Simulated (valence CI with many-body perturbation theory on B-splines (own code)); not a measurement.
**Te⁴⁵⁺: E2, E3, M1, M2 decay**

Calculated by configuration interaction combined with many-body perturbation theory (CI+MBPT): five valence electrons over a frozen Dirac-Fock core [He], a basis of 11 s, 11 p, 10 d, 8 f, 5 g, 2 h functions for each j, with the one-electron correlation potential Σ1 (screened to all orders), the two-electron term Σ2, the three-electron term Σ3, Breit, model QED; selected single and double excitations, second order for the rest, scaled by the run's own slope (own B-spline code, finite nucleus).

No measured spectrum was set against this ion. As an estimate, large intervals hold to a few tenths of a per cent, small ones and those within an open d or f shell to about a per cent. Among the levels kept, up to 7200 cm⁻¹ of a level comes from second order outside the variational space, and about a tenth of that is noise between levels of different J, which matters for small intervals.

Lines 1 to 50 of 74 in falling wavelength, among levels below 5405.9 eV, chosen from the decays that carry over 1 % of a level's rate. Wavelengths and rates use the calculated energies. Electric multipoles are in the length gauge with retardation, E1 and E2 with the static RPA response of the core. M1 uses the relativistic operator with retardation. S is in atomic units (e²a₀⁴ for E2 and M2, e²a₀⁶ for E3), for M1 in squared Bohr magnetons. Weak lines are less certain than strong ones. Lines between different terms over intervals too small for the method are left out, as are lines whose strength nearly cancels.

Levels are named by their leading jj configuration (3d3/2^4 stands for four electrons in 3d with j = 3/2), which in mixed levels can hold well under half, so a name can repeat and another be missing. Letters in brackets count levels of one name in rising energy.

| λ vac (Å) | Upper | Lower | Type | A (s⁻¹) | S (a.u.) |
| --- | --- | --- | --- | --- | --- |
| 45.86 | (2s^2 2p1/2 2p3/2^2) J=3/2 | (2s^2 2p1/2^2 2p3/2) J=3/2 | M1 | 2.03e+08 | 2.90e+00 |
| 45.67 | (2s^2 2p3/2^3) J=3/2 | (2s^2 2p1/2 2p3/2^2) J=1/2 | M1 | 4.96e+07 | 7.01e-01 |
| 42.78 | (2s^2 2p1/2 2p3/2^2) J=5/2 | (2s^2 2p1/2^2 2p3/2) J=3/2 | M1 | 3.49e+07 | 6.07e-01 |
| 41.20 | (2s^2 2p3/2^3) J=3/2 | (2s^2 2p1/2 2p3/2^2) J=5/2 | M1 | 6.58e+07 | 6.83e-01 |
| 38.84 | (2s^2 2p1/2 2p3/2^2) J=1/2 | (2s^2 2p1/2^2 2p3/2) J=3/2 | M1 | 1.39e+08 | 6.04e-01 |
| 38.70 | (2s^2 2p3/2^3) J=3/2 | (2s^2 2p1/2 2p3/2^2) J=3/2 | M1 | 2.73e+08 | 2.35e+00 |
| 3.138 | (2s^2 2p1/2 2p3/2 3d5/2) J=9/2 | (2s 2p1/2 2p3/2^3) J=5/2 | E2 | 5.08e+08 | 1.38e-06 |
| 2.953 | (2s 2p1/2 2p3/2^2 3p1/2) J=7/2 | (2s 2p1/2 2p3/2^3) J=3/2 [b] | E2 | 1.94e+10 | 3.11e-05 |
| 2.924 | (2s^2 2p3/2^2 3d5/2) J=9/2 | (2s 2p1/2 2p3/2^3) J=5/2 | E2 | 7.37e+08 | 1.41e-06 |
| 2.921 | (2s^2 2p1/2 2p3/2 3p1/2) J=3/2 [a] | (2s^2 2p1/2 2p3/2^2) J=1/2 | E2 | 3.00e+10 | 2.28e-05 |
| 2.921 | (2s 2p1/2 2p3/2^2 3p1/2) J=7/2 | (2s 2p1/2 2p3/2^3) J=5/2 | E2 | 1.09e+11 | 1.65e-04 |
| 2.913 | (2s^2 2p1/2 2p3/2 3p1/2) J=5/2 | (2s^2 2p1/2 2p3/2^2) J=1/2 | E2 | 5.29e+10 | 5.94e-05 |
| 2.905 | (2s^2 2p1/2 2p3/2 3p1/2) J=1/2 | (2s^2 2p1/2 2p3/2^2) J=5/2 | E2 | 6.55e+10 | 2.42e-05 |
| 2.898 | (2s^2 2p1/2 2p3/2 3p1/2) J=3/2 [b] | (2s^2 2p1/2 2p3/2^2) J=1/2 | E2 | 2.11e+10 | 1.54e-05 |
| 2.895 | (2s^2 2p1/2^2 3p1/2) J=1/2 | (2s^2 2p1/2^2 2p3/2) J=3/2 | E2 | 2.91e+11 | 1.06e-04 |
| 2.894 | (2s^2 2p3/2^2 3p1/2) J=3/2 | (2s^2 2p3/2^3) J=3/2 | E2 | 6.12e+10 | 4.43e-05 |
| 2.893 | (2s^2 2p1/2 2p3/2 3p1/2) J=5/2 | (2s^2 2p1/2 2p3/2^2) J=5/2 | E2 | 1.68e+11 | 1.82e-04 |
| 2.892 | (2s^2 2p1/2 2p3/2 3p1/2) J=1/2 | (2s^2 2p1/2 2p3/2^2) J=3/2 | E2 | 9.68e+10 | 3.50e-05 |
| 2.891 | (2s^2 2p3/2^2 3p1/2) J=5/2 | (2s^2 2p3/2^3) J=3/2 | E2 | 1.98e+11 | 2.14e-04 |
| 2.888 | (2s^2 2p1/2 2p3/2 3p1/2) J=3/2 [a] | (2s^2 2p1/2 2p3/2^2) J=3/2 | E2 | 1.85e+11 | 1.33e-04 |
| 2.880 | (2s^2 2p1/2 2p3/2 3p1/2) J=5/2 | (2s^2 2p1/2 2p3/2^2) J=3/2 | E2 | 4.12e+10 | 4.38e-05 |
| 2.878 | (2s^2 2p1/2 2p3/2 3p1/2) J=3/2 [b] | (2s^2 2p1/2 2p3/2^2) J=5/2 | E2 | 1.65e+11 | 1.16e-04 |
| 2.868 | (2s 2p1/2 2p3/2^2 3p3/2) J=9/2 | (2s 2p1/2 2p3/2^3) J=5/2 | E2 | 4.19e+10 | 7.27e-05 |
| 2.867 | (2s^2 2p3/2^2 3p1/2) J=1/2 | (2s^2 2p3/2^3) J=3/2 | E2 | 1.84e+11 | 6.37e-05 |
| 2.861 | (2s^2 2p1/2 2p3/2 3p3/2) J=3/2 [a] | (2s^2 2p1/2 2p3/2^2) J=1/2 | E2 | 1.09e+10 | 7.44e-06 |
| 2.852 | (2s 2p1/2^2 2p3/2 3p3/2) J=7/2 | (2s 2p1/2^2 2p3/2^2) J=5/2 | E2 | 8.46e+10 | 1.14e-04 |
| 2.848 | (2s^2 2p3/2^2 3p3/2) J=7/2 | (2s^2 2p3/2^3) J=3/2 | E2 | 4.56e+10 | 6.09e-05 |
| 2.846 | (2s 2p1/2^2 2p3/2 3p3/2) J=1/2 [b] | (2s 2p1/2^2 2p3/2^2) J=3/2 | E2 | 1.56e+11 | 5.19e-05 |
| 2.846 | (2s^2 2p1/2 2p3/2 3p3/2) J=1/2 [a] | (2s^2 2p1/2 2p3/2^2) J=5/2 | E2 | 2.48e+10 | 8.25e-06 |
| 2.845 | (2s^2 2p3/2^2 3p3/2) J=5/2 | (2s^2 2p3/2^3) J=3/2 | E2 | 4.98e+10 | 4.97e-05 |
| 2.842 | (2s^2 2p1/2 2p3/2 3p3/2) J=3/2 [a] | (2s^2 2p1/2 2p3/2^2) J=5/2 | E2 | 5.73e+10 | 3.80e-05 |
| 2.837 | (2s^2 2p1/2 2p3/2 3p3/2) J=7/2 | (2s^2 2p1/2 2p3/2^2) J=5/2 | E2 | 9.79e+10 | 1.29e-04 |
| 2.837 | (2s^2 2p1/2 2p3/2 3p3/2) J=5/2 [a] | (2s^2 2p1/2 2p3/2^2) J=3/2 | E2 | 7.90e+10 | 7.78e-05 |
| 2.834 | (2s^2 2p1/2^2 3p3/2) J=3/2 | (2s^2 2p1/2^2 2p3/2) J=3/2 | E2 | 1.47e+11 | 9.62e-05 |
| 2.833 | (2s^2 2p1/2 2p3/2 3p3/2) J=1/2 [a] | (2s^2 2p1/2 2p3/2^2) J=3/2 | E2 | 9.67e+10 | 3.15e-05 |
| 2.829 | (2s^2 2p1/2 2p3/2 3p3/2) J=3/2 [a] | (2s^2 2p1/2 2p3/2^2) J=3/2 | E2 | 3.61e+10 | 2.34e-05 |
| 2.825 | (2s^2 2p1/2 2p3/2 3p3/2) J=7/2 | (2s^2 2p1/2 2p3/2^2) J=3/2 | E2 | 1.13e+10 | 1.46e-05 |
| 2.825 | (2s^2 2p3/2^2 3p3/2) J=3/2 [a] | (2s^2 2p3/2^3) J=3/2 | E2 | 1.84e+11 | 1.18e-04 |
| 2.819 | (2s^2 2p1/2 2p3/2 3p3/2) J=1/2 [b] | (2s^2 2p1/2 2p3/2^2) J=5/2 | E2 | 2.03e+11 | 6.44e-05 |
| 2.806 | (2s^2 2p1/2 2p3/2 3p3/2) J=1/2 [b] | (2s^2 2p1/2 2p3/2^2) J=3/2 | E2 | 1.02e+11 | 3.16e-05 |
| 2.803 | (2s 2p1/2^2 2p3/2 3p3/2) J=1/2 [b] | (2s 2p1/2^2 2p3/2^2) J=5/2 | E2 | 5.51e+10 | 1.70e-05 |
| 2.797 | (2s 2p1/2^2 2p3/2 3d5/2) J=9/2 | (2s 2p1/2^2 2p3/2^2) J=5/2 | M2 | 3.93e+09 | 6.01e-06 |
| 2.780 | (2s^2 2p1/2 2p3/2 3d5/2) J=9/2 | (2s^2 2p1/2 2p3/2^2) J=5/2 | M2 | 3.80e+09 | 5.63e-06 |
| 2.780 | (2s^2 2p1/2 2p3/2 3d5/2) J=9/2 | (2s^2 2p1/2 2p3/2^2) J=5/2 | E3 | 2.19e+08 | 8.92e-06 |
| 2.718 | (2s^2 2p3/2^2 3d5/2) J=9/2 | (2s 2p1/2^2 2p3/2^2) J=5/2 | E2 | 1.81e+09 | 2.40e-06 |
| 2.684 | (2s 2p1/2^2 2p3/2 3d5/2) J=9/2 | (2s^2 2p1/2 2p3/2^2) J=5/2 | E2 | 1.19e+09 | 1.48e-06 |
| 2.672 | (2s^2 2p1/2 2p3/2 3p3/2) J=5/2 [a] | (2s^2 2p1/2^2 2p3/2) J=3/2 | E2 | 2.82e+10 | 2.06e-05 |
| 2.670 | (2s 2p1/2 2p3/2^2 3p3/2) J=9/2 | (2s 2p1/2^2 2p3/2^2) J=5/2 | E2 | 1.58e+11 | 1.92e-04 |
| 2.668 | (2s^2 2p1/2 2p3/2 3p3/2) J=1/2 [a] | (2s^2 2p1/2^2 2p3/2) J=3/2 | E2 | 5.55e+10 | 1.34e-05 |
| 2.665 | (2s^2 2p1/2 2p3/2 3p3/2) J=3/2 [a] | (2s^2 2p1/2^2 2p3/2) J=3/2 | E2 | 1.24e+11 | 5.93e-05 |
